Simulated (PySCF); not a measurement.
Compound: C7H8O2.
InChI=1S/C7H8O2/c1-9-7(8)6-4-2-3-5-6/h2-6H,1H3

All values: CAM-B3LYP/def2-SVPD (PySCF, non-relativistic), on one gas-phase PBE0-D3(BJ)/def2-SVP geometry that isn't relaxed in the solvent. The solvent is an IEF-PCM continuum (Bondi radii, 1.10 Å for H, scaled by 1.2), and excitations are vertical TDDFT with non-equilibrium linear response and a frozen core. The model holds no explicit solvent molecules, cavitation or dispersion.

Gas-phase singlets (H = HOMO, L = LUMO):

```
state  E (eV)  λ (nm)      f  leading configurations
   S1   4.993     248  0.057                 H→L 98%
   S2   5.818     213  0.011  H→L+1 32%, H-1→L+1 23%
   S3   6.207     200  0.004  H→L+1 44%, H-1→L+1 17%
   S4   6.631     187  0.005    H→L+3 47%, H→L+2 30%
   S5   6.746     184  0.048               H-1→L 58%
```

Question: How does the list change in cyclohexane (ε = 2.017)?

Answer: 
```csv
state,E (eV),λ (nm),f,leading configurations,change by rank (eV)
S1,4.945,251,0.079,H→L 98%,-0.048
S2,5.821,213,0.016,"H→L+1 50%, H-1→L+1 24%",+0.003
S3,6.204,200,0.003,"H→L+1 39%, H-1→L+1 30%",-0.003
S4,6.637,187,0.005,"H→L+3 42%, H→L+2 42%",+0.006
S5,6.764,183,0.072,"H-1→L 61%, H→L+8 9%",+0.018
```

Question: How does the list change in tetrahydrofuran (ε = 7.426)?

Answer: 
```
state  E (eV)  λ (nm)      f  leading configurations  change by rank (eV)
   S1   4.962     250  0.079                 H→L 98%               -0.031
   S2   5.831     213  0.016  H→L+1 64%, H-1→L+1 20%               +0.013
   S3   6.227     199  0.002  H-1→L+1 40%, H→L+1 31%               +0.020
   S4   6.652     186  0.004    H→L+2 52%, H→L+3 37%               +0.021
   S5   6.802     182  0.071    H-1→L 63%, H→L+7 10%               +0.056
```

Question: The ground-state energy changes by -0.221 eV from gas to tetrahydrofuran. By how much does the total energy of gas-phase S1 change?

Answer: E(S1) = E(S0) + excitation energy, so it changes by -0.221 − 0.031 = -0.252 eV: it is lowered more than the ground state, which is what a red shift means. This is the vertical state, with the slow part of the continuum still set for S0.

Question: How do the frontier levels move from gas to tetrahydrofuran?

Answer: 
| orbital | gas (eV) | solvent (eV) | change (eV) |
| --- | --- | --- | --- |
| LUMO+2 | 1.39 | 1.44 | +0.05 |
| LUMO+1 | 1.21 | 1.17 | -0.04 |
| LUMO | 0.21 | 0.24 | +0.03 |
| HOMO | -7.86 | -7.87 | -0.01 |
| HOMO-1 | -9.56 | -9.69 | -0.13 |
| HOMO-2 | -10.42 | -10.44 | -0.02 |
| HOMO-3 | -10.56 | -10.60 | -0.04 |

The HOMO–LUMO gap goes from 8.08 to 8.11 eV.

The run took about 1.7 min of CPU time (one thread, shared machine). This is the whole response run at CAM-B3LYP/def2-SVPD in tetrahydrofuran, SCF included.

Conformer computed: `[CH3:1][O:2][C:3](=[O:4])[CH:5]1[CH:6]=[CH:7][CH:8]=[CH:9]1`: C1–O2–C3–O4 -1°, O2–C3–C5–C6 -54°.
